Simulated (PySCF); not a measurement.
# `C=C/C=C/C=C/C=C/[SiH3]`, C8H12Si

Geometry (Å), atoms numbered from 1 in this order:
```xyz
21

C    -5.1226    0.2532    1.6812
C    -4.1732    0.3267    0.7336
C    -2.7614    0.1433    0.9784
C    -1.8063    0.2178    0.0201
C    -0.4020    0.0350    0.2642
C     0.5579    0.1080   -0.6903
C     1.9654   -0.0779   -0.4306
C     2.9396   -0.0103   -1.3655
Si    4.7466   -0.2565   -0.9913
H    -4.8678    0.0435    2.7246
H    -6.1787    0.3997    1.4448
H    -4.4659    0.5388   -0.3018
H    -2.4583   -0.0692    2.0111
H    -2.1101    0.4302   -1.0123
H    -0.0999   -0.1772    1.2974
H     0.2638    0.3197   -1.7254
H     2.2347   -0.2886    0.6134
H     2.6358    0.2020   -2.4000
H     5.3106   -1.4044   -1.7698
H     4.9108   -0.5306    0.4694
H     5.5462    0.9565   -1.3532
```

Level of theory: PySCF, quadratic response CAM-B3LYP/aug-cc-pVDZ first hyperpolarisability, Taylor convention, gas phase. Geometry: PBE0-D3(BJ)/def2-SVP.

Q: What is the first hyperpolarisability, and how does it disperse?

A: In au, Taylor convention; the vector part is βᵢ = ⅓ Σⱼ (βᵢⱼⱼ + βⱼᵢⱼ + βⱼⱼᵢ); β∥ is 3/5 of the vector part along the dipole, the dipole points from − to +:
| process | λ (nm) | β vector norm | β∥ | β HRS | depolarisation ratio |
| --- | --- | --- | --- | --- | --- |
| static β(0;0,0) | ∞ | 622.1 | 372.2 | 265.3 | 4.56 |
| second harmonic β(−2ω;ω,ω) | 1907 | 711.6 | 426.1 | 303.5 | 4.57 |
| Pockels β(−ω;ω,0) | 1907 | 649.6 | 388.8 | – | – |
| second harmonic β(−2ω;ω,ω) | 1064 | 1022.3 | 613.1 | 436.1 | 4.61 |
| Pockels β(−ω;ω,0) | 1064 | 718.8 | 430.4 | – | – |

Q: Which lowest excitations, dipole and polarisabilities go with it?

A: S1 4.06 eV (f = 1.767); S2 5.33 eV (f = 0.000); S3 5.38 eV (f = 0.001); dipole 1.25 D; isotropic α 182.7 au static, 185.0 au at 1907 nm, 190.6 au at 1064 nm, 192.8 au at 953.5 nm, 225.1 au at 532 nm.
